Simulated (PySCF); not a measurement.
H₄NSi, SMILES [NH][SiH3], multiplicity 2. Atoms are numbered in the order given.

```xyz
6

N      0.1318    -1.2269     0.0000
Si    -0.0127     0.5193     0.0000
H     -0.7475    -1.7475     0.0000
H      0.6990     1.0016     1.2082
H      0.6990     1.0016    -1.2082
H     -1.3953     1.0626     0.0000
```
Charge 0, spin multiplicity 2.

Coordinates come from a B3LYP-D3(BJ)/def2-TZVP optimisation. A frequency run showed that this geometry is not a minimum. The isomer is the one that the SMILES or the coordinates give; other isomers of the formula were not compared.

Calculation: B3LYP-D3(BJ)/def2-TZVP (PySCF).

Frequencies are harmonic and unscaled.

Problem. List the normal modes with their intensities. (The exact figures need the calculation; the answer reports its results.)

Solution. 
```csv
mode,ν (cm⁻¹),IR (km/mol),moving atoms (share of kinetic energy)
1,132i,71.7,H 94 %
2,593,51.5,H 89 %
3,643,81.6,"H 82 %, Si 9 %, N 9 %"
4,766,36.7,"N 62 %, Si 26 %, H 12 %"
5,876,69.8,"H 81 %, N 11 %"
6,920,67.6,H 95 %
7,956,55.9,H 97 %
8,970,155.5,"H 91 %, Si 8 %"
9,2204,128.1,H 97 %
10,2215,94.2,H 96 %
11,2219,47.0,H 98 %
12,3460,4.8,H 93 %
```
